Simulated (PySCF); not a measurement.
C3H5ClN2Si.
SMILES: `[SiH3]n1cncc1Cl`

Jobs on this species (12 atoms, 68 electrons) with PySCF (density fitting). Hardware of each: one thread, Arm Neoverse V2 (aarch64), no GPU, on a shared host. Times come from a shared host and carry two figures at best. Peak memory is the resident size of the whole Python process, interpreter and libraries included.

```
                                                                 level and settings                                                          work  basis functions  SCF cycles  wall time  peak memory
                                                 PBE0-D3(BJ)/def2-SVP, grid level 1  geometry optimisation from a GFN2-xTB start shaken at random              131           ?          ?            ?
    delta-SCF UKS SCAN, pcX-1 on the ionised atom, pcseg-1 elsewhere, spin-free X2C                                 ΔSCF core ionisation, 9 holes              153           ?          ?            ?
   delta-SCF UKS B3LYP, pcX-2 on the ionised atom, pcseg-1 elsewhere, spin-free X2C                                 ΔSCF core ionisation, 9 holes              173         142       96 s     0.67 GiB
    delta-SCF UKS PBE0, pcX-2 on the ionised atom, pcseg-1 elsewhere, spin-free X2C                                 ΔSCF core ionisation, 9 holes              173         140       93 s     0.68 GiB
delta-SCF UKS SCAN, def2-TZVP on the ionised atom, pcseg-1 elsewhere, spin-free X2C                                 ΔSCF core ionisation, 9 holes              150         158       64 s     0.56 GiB
 delta-SCF UKS SCAN, pcX-2 on the ionised atom, pcseg-1 elsewhere, non-relativistic                                 ΔSCF core ionisation, 9 holes              173         162       66 s     0.74 GiB
    delta-SCF UKS SCAN, pcX-2 on the ionised atom, pcseg-1 elsewhere, spin-free X2C                                 ΔSCF core ionisation, 9 holes              173         161       67 s     0.63 GiB
     delta-SCF UKS PBE, pcX-2 on the ionised atom, pcseg-1 elsewhere, spin-free X2C                                 ΔSCF core ionisation, 9 holes              173         151       40 s     0.65 GiB
      delta-SCF UKS HF, pcX-2 on the ionised atom, pcseg-1 elsewhere, spin-free X2C                                 ΔSCF core ionisation, 9 holes              173         154       71 s     0.67 GiB
```

Task: Fill in the missing figures.

Result: 
- PBE0-D3(BJ)/def2-SVP, grid level 1; geometry optimisation from a GFN2-xTB start shaken at random: 58 s, 0.52 GiB, 47 SCF cycles
- delta-SCF UKS SCAN, pcX-1 on the ionised atom, pcseg-1 elsewhere, spin-free X2C; ΔSCF core ionisation, 9 holes: 55 s, 0.56 GiB, 158 SCF cycles

Task: What do all jobs in the table cost together?

Result: About 10 min; the longest takes about 16 % of that, and about 2.4 times as long as the shortest.
